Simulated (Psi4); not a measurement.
C2H7InN2 (SMILES C=[CH][In]([NH2])[NH2]), singlet, at a GFN2-xTB geometry (such geometries of metal compounds can be far from the true shape) (core potentials on In).

Psi4 was given this input:
```
memory 2 GB

molecule {
0 1
In   -0.07700889    0.11685300    0.22298342
C     0.56703474    0.16234529   -1.89091120
C     1.19849184   -0.85960460   -2.43541558
H     0.31679107    1.04069728   -2.47527912
H     1.49795969   -0.86981318   -3.47800118
H     1.44913405   -1.74468664   -1.86555753
N    -1.47703827    1.43944877    0.94637016
H    -1.39976678    2.39218353    0.60650747
H    -1.49918272    1.48938758    1.96019321
N     0.26242638   -1.52430081    1.41844105
H     0.13332579   -1.31854848    2.40445773
H     1.18429794   -1.93749713    1.32577391
}

set {
  basis def2-svpd
}

energy('r2scan')
print_variables()
```

Q: What nuclear repulsion energy does R2SCAN/def2-SVPD run with Psi4 1.11 give?

A: 243.4193 Eh

Q: Predict the dipole moment from R2SCAN/def2-SVPD.

A: 2.08 D

Q: What is the computed total energy (R2SCAN/def2-SVPD)?

A: -379.8587 Eh

Q: Give the number of basis functions at the level R2SCAN/def2-SVPD.

A: 168
